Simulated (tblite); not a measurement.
C₅H₁₅NSi₂.
SMILES with atom numbers: `[CH3:1][SiH2:2]/[CH:3]=[CH:4]\[SiH2:5][N:6]([CH3:7])[CH3:8]` (hydrogens: H9, H10, H11 on C1; H12, H13 on Si2; H14 on C3; H15 on C4; H16, H17 on Si5; H18, H19, H20 on C7; H21, H22, H23 on C8)

Structure optimised with GFN2-xTB, isolated species.

Task: Give the optimised bond lengths and angles.

Result: 
```
                   bond  length (pm)   order
                 C1–Si2        190.2  single
                 Si2–C3        188.5  single
                  C3=C4        133.1  double
                 C4–Si5        188.3  single
                 Si5–N6        172.4  single
           N6–C7, N6–C8        144.1  single
  C1–H9, C1–H10, C1–H11        108.6  single
       Si2–H12, Si2–H13        147.1  single
                 C3–H14        108.9  single
                 C4–H15        108.8  single
                Si5–H16        148.0  single
                Si5–H17        146.5  single
C7–H18 and 3 like bonds        109.1  single
         C7–H20, C8–H21        109.8  single
```

Bonds in one row agree within 1 pm and their mean is given. Orders are formal, as drawn. A selection of angles:
```
    angle  degrees
C1–Si2–C3    109.7
Si2–C3–C4    127.5
C3–C4–Si5    127.2
C4–Si5–N6    107.1
Si5–N6–C7    121.4
 C7–N6–C8    112.2
```

Torsions: C1–Si2–C3–C4 92° (anticlinal); Si2–C3–C4–Si5 0° (synperiplanar); C3–C4–Si5–N6 -65° (synclinal); C4–Si5–N6–C7 162° (antiperiplanar). The mirror-image conformer, all signs reversed, is as good.

N6 (silicon-bound nitrogen) has angles 121.4°, 120.8° and 112.2°, sum 354.4°, 0.21 Å off the plane of its three neighbours. Of the pairs four or more bonds apart, C4···H22 is among the closest relative to their van der Waals radii: 2.68 Å, 92 % of the sum of Bondi's values. Si2 (SiH2 silicon) is tetrahedral (angles from 106.9° to 112.1°). Si5 (SiH2 silicon) is distorted tetrahedral (angles from 105.4° to 115.2°).

Point group: C1 (no symmetry element, even within 0.4 Å). GFN2-xTB frequencies show an imaginary mode (23i cm⁻¹), so the point is no minimum at that level. 3 starts were optimised and ended at 0.00, 0.01 and 1.21 kcal/mol (GFN2-xTB); the lowest of these is shown.

Hardware: one thread, Arm Neoverse N1 (aarch64), no GPU (shared host). Cost: 1.2 s wall. This is the geometry optimisation.

These are computed values.
